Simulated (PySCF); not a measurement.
Species: C₅H₁₃OPSi.
Z-matrix (Å and degrees, PBE0-D3(BJ)/def2-SVP geometry), rows numbered from 1:
```
C 
Si  1  1.8806
P   2  2.2586  1  109.81
C   3  1.8731  2   99.59  1   168.43
C   4  1.5246  3  109.35  2  -152.74
O   5  1.4026  4  112.93  3    63.03
C   6  1.4016  5  114.38  4   -67.71
C   7  1.5249  6  112.93  5    67.74
H   1  1.1008  2  110.85  3   178.42
H   1  1.1008  2  110.78  3   -61.59
H   1  1.1006  2  110.48  3    58.31
H   2  1.5017  1  110.35  3   121.14
H   2  1.4977  1  110.62  3  -119.41
H   4  1.1030  3  111.89  2   -31.95
H   4  1.1016  3  108.62  2    87.25
H   5  1.1103  4  109.69  3   -60.42
H   5  1.1012  4  110.01  3  -178.56
H   7  1.1104  6  110.34  5   -55.34
H   7  1.1013  6  106.22  5  -171.60
H   8  1.1034  3  111.87  2    32.65
H   8  1.1018  3  108.72  2   -86.73
```

Level: PBE0/pcSseg-1 in PySCF, non-relativistic, on one gas-phase PBE0-D3(BJ)/def2-SVP geometry that isn't relaxed in the solvent. The solvent is an IEF-PCM continuum (van der Waals radii × 1.2). Only the electrostatic response of the medium enters.

```tsv
run	E − E(gas) (kJ/mol)	HOMO (eV)	HOMO–LUMO gap (eV)	dipole (D)
gas	0.00	-6.61	6.93	0.91
P	-13.86	-6.62	7.05	1.11
Q	-15.97	-6.63	7.07	1.15
```

Problem. The runs were made in chloroform and tetrahydrofuran. Which run belongs to which solvent?

Solution. P = chloroform, Q = tetrahydrofuran. The dielectric constants are 4.711 (chloroform), 7.426 (tetrahydrofuran), and the energy falls further as ε rises. In this model the ground state sees the solvent through ε alone.

Problem. How constant is the ratio of the lowering to (ε − 1)/(2ε + 1)?

Solution. 
```tsv
solvent	(ε − 1)/(2ε + 1)	E − E(gas) (kJ/mol)	ratio (kJ/mol)	polarisation term (kJ/mol)
chloroform	0.356	-13.86	-38.9	-15.07
tetrahydrofuran	0.405	-15.97	-39.4	-17.60
```

The ratio changes by +1.2 % in size from chloroform to tetrahydrofuran. The polarisation term is half the interaction of the solute with the induced surface charges.
